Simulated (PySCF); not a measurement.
# Two-component Hartree-Fock for Se⁺ (selenium, charge +1)

Start: [Ar] 3d10 4s2 4p2 4d1; 4p3/2 filled at m_j = +1/2, +3/2; 4d5/2 filled at m_j = +5/2. Calculated with PySCF 2.14 in x2c-SVPall-2c with one added diffuse shell each of s, p, d type (6s7p4d, 47 functions): generalised Hartree-Fock with the X2C-1e Hamiltonian and a Gaussian nucleus; one run each with spin-orbit coupling (SO) switched off, then screened by Boettger's factors. This is a chosen level, not necessarily the ground level.

| spinor shell | electrons | ε, spin-free (eV) | ε, screened SO (eV) | weight of nominal j (screened SO) | rms radius, screened SO (bohr) |
| --- | --- | --- | --- | --- | --- |
| 1s1/2 | 2 | -12747.7 | -12747.6 | 1.000 | 0.0508 |
| 2s1/2 | 2 | -1710.0 | -1710.0 | 1.000 | 0.212 |
| 2p1/2 | 2 | -1501.2 | -1529.9 | 1.000 | 0.187 |
| 3s1/2 | 2 | -265.05 | -265.09 | 1.000 | 0.613 |
| 3p1/2 | 2 | -197.21 | -201.50 | 0.998 | 0.629 |
| 3p3/2 | 4 | -197.21 | -195.20 | 0.999 | 0.639 |
| 3d3/2 | 4 | -85.024 | -85.606 | 0.977 | 0.693 |
| 3d5/2 | 6 | -85.024 | -84.703 | 0.985 | 0.696 |
| 4s1/2 | 2 | -34.578 | -34.605 | 1.000 | 1.86 |
| 4p3/2 | 2 | -24.000 | -23.945 | 0.776 | 2.24 |
| 4d5/2 | 1 | -8.094 | -8.088 | 1.000 | 3.59 |

**Question.** Where does 2p3/2 lie, and what is the 2p spin-orbit splitting (screened SO)?

**Answer.** At -1487.4 eV, 42.526 eV above 2p1/2.

```
   quantity    spin-free  screened SO
E (hartree)  -2426.83585  -2426.92628
        M_J          9/2          9/2
       ⟨J²⟩       24.757       24.755
       ⟨L²⟩       12.006       12.120
       ⟨S²⟩        3.751        3.713
```

Each row is a mean over spinors that exchange with the open shell spreads, by up to 6.073 eV (4s1/2).

Rows whose weight is well below 1 are mixtures of j = l ± 1/2: exchange outweighs spin-orbit coupling there, and the label is only the starting occupation.

Without spin-orbit coupling the j labels of p, d and f shells carry no meaning; the spin-free column gives the mean over the occupied spinors of each nl shell.
